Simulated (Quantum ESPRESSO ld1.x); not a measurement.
These are the eigenvalues of the occupied orbitals of an atom or ion with whole-number occupations (hartree). Method: scalar-relativistic Kohn-Sham, LDA (Slater exchange, Perdew-Zunger correlation), spin-polarised, spherical densities, point nucleus; computed with ld1.x of Quantum ESPRESSO 7.5.

orbital  eigenvalue
1s up      -1219.94
1s down    -1219.93
2s up      -196.252
2s down    -196.174
2p up      -177.175
2p down    -177.112
3s up      -46.6134
3s down    -46.5598
3p up      -40.4346
3p down    -40.3771
3d up      -31.1940
3d down    -31.1194
4s up      -14.9200
4s down    -14.6842
4p up      -12.8801
4p down    -12.6454
4d up      -9.84091

Which element is it, and in what charge state? The configuration may be excited. Open shells, if any, are filled with parallel spins first.

Answer. Z = 53, iodine, charge +12: I12+ in [Kr] 4d5. The list shows which subshells hold electrons but not how many an open one holds; the 1s level, -1219.9 hartree, gives Z - s = 49.4 by -(Z - s)^2/2, which with screening and relativity narrows Z to a few neighbours, and the depths of the outer levels then fix element, charge and occupations together.
